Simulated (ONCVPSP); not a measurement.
u(r) = r·R(r): atom against pseudo-atom (holmium)

Columns: radius, all-electron u(r) and pseudo u(r) of the 5d shell (level -2.20 eV) of holmium in the configuration [Kr] 4d10 4f10 5s2 5p6 5d1 6s2; PBE, scalar-relativistic, ONCV scheme, ONCVPSP 4.0.1.

| r (bohr) | all-electron | pseudo |
| --- | --- | --- |
| 0.118 | 0.1597 | 0.0009 |
| 0.235 | 0.0156 | 0.0069 |
| 0.353 | -0.1955 | 0.0217 |
| 0.470 | -0.2485 | 0.0471 |
| 0.588 | -0.1740 | 0.0851 |
| 0.705 | -0.0433 | 0.1360 |
| 0.822 | 0.0979 | 0.1991 |
| 0.940 | 0.2284 | 0.2711 |
| 1.058 | 0.3383 | 0.3453 |
| 1.175 | 0.4253 | 0.4160 |
| 1.292 | 0.4918 | 0.4807 |
| 1.410 | 0.5407 | 0.5380 |
| 1.528 | 0.5744 | 0.5842 |
| 1.645 | 0.5956 | 0.6149 |
| 1.763 | 0.6072 | 0.6284 |
| 1.880 | 0.6112 | 0.6269 |
| 1.998 | 0.6094 | 0.6171 |
| 2.115 | 0.6033 | 0.6054 |
| 2.232 | 0.5939 | 0.5941 |
| 2.350 | 0.5821 | 0.5821 |
| 2.468 | 0.5686 | 0.5686 |
| 2.585 | 0.5542 | 0.5542 |
| 2.702 | 0.5390 | 0.5390 |
| 2.820 | 0.5233 | 0.5233 |
| 2.938 | 0.5074 | 0.5074 |
| 3.055 | 0.4915 | 0.4915 |

Task: How many radial nodes do the two functions have?

Result: The all-electron 5d function has n − l − 1 = 2; the pseudo-wave has 0, since the states of the same l below it are removed with the core.

Task: At about which radius was the pseudo-wave matched?

Result: 2.35 bohr. The columns agree to 0.0005 from 2.23 bohr on; several derivatives are matched, so the curves merge somewhat inside the radius.

Task: Where does each function peak?

Result: Outermost all-electron maximum near 1.88 bohr, pseudo maximum near 1.76 bohr (to the table’s step).

Task: Is the pseudo-wave norm-conserving?

Result: Yes: the ONCV scheme keeps the norm inside the radius equal to the all-electron one, which fixes the energy derivative of the logarithmic derivative at the level.
